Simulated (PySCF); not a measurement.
**Which determinant of TaI lies lowest?**

Unrestricted PBE0; basis Ta def2-TZVPP with ECP60, I def2-TZVPP with ECP28; scalar-relativistic core potentials; PySCF 2.14. Outer shells of the fragments: Ta 5d3 6s2; I 4d10 5s2 5p5.

Followed along the bond (rough minima from three points):

```
2Ms+1        unpaired  ⟨S²⟩ at the start  R at minimum (Å)  Te (eV)
    5  σ ↑, π ↑, δ ↑↑               6.01              2.66     0.00
    5  σ ↑, π ↑↑, δ ↑               6.01              2.70     0.08
    3        π ↑, δ ↑               2.55              2.63     0.24
    3        π ↑, δ ↑               2.03              2.62     0.41
    5      σ ↑↑, δ ↑↑               6.02              2.70     0.44
    3            δ ↑↑               2.60              2.63     0.45
```

Solutions found at the starting distance of 2.670 Å, counted from the lowest of them; the search is not exhaustive and high or unbound solutions are not listed, so other states can lie among these:

```
2Ms+1        unpaired   term  E (eV)  ⟨S²⟩  ⟨Lz²⟩  μ (D)
    5  σ ↑, π ↑, δ ↑↑  mixed    0.00  6.01   1.31  -3.09
    5  σ ↑, π ↑↑, δ ↑     ⁵Δ    0.08  6.01   4.00  -3.38
    3        π ↑, δ ↑  mixed    0.25  2.55   5.70  -2.48
    3        π ↑, δ ↑  mixed    0.42  2.03   5.12  -2.05
    5      σ ↑↑, δ ↑↑    ⁵Σ⁻    0.44  6.02   0.00  -0.93
    3            δ ↑↑  mixed    0.45  2.60   0.00  -0.04
    1        π ↓, δ ↑  mixed    0.57  1.61   4.86  -2.01
    3            π ↑↑  mixed    0.57  2.73   1.88  -3.20
    1            π ↑↓  mixed    0.65  1.81   4.23  -3.02
    1        π ↓, δ ↑  mixed    0.77  1.16   5.02  -1.61
    5  σ ↑↑, π ↑, δ ↑  mixed    0.87  6.01   4.80  -1.39
    1        σ ↓, δ ↑  mixed    0.88  1.54   5.57  -0.30
    5  σ ↑↑, π ↑, δ ↑  mixed    0.88  6.01   5.01  -1.22
    3  σ ↑, π ↑↓, δ ↑  mixed    0.99  3.01   5.95  -3.42
```

A term symbol is given only where ⟨S²⟩ and ⟨Lz²⟩ are close to those of a pure state; real π, δ and φ orbitals otherwise mix terms. A positive dipole means Ta(−)I(+).

Spin–orbit coupling is left out. With d or f electrons several states lie close, and the lowest PBE0 determinant need not be the measured ground state.
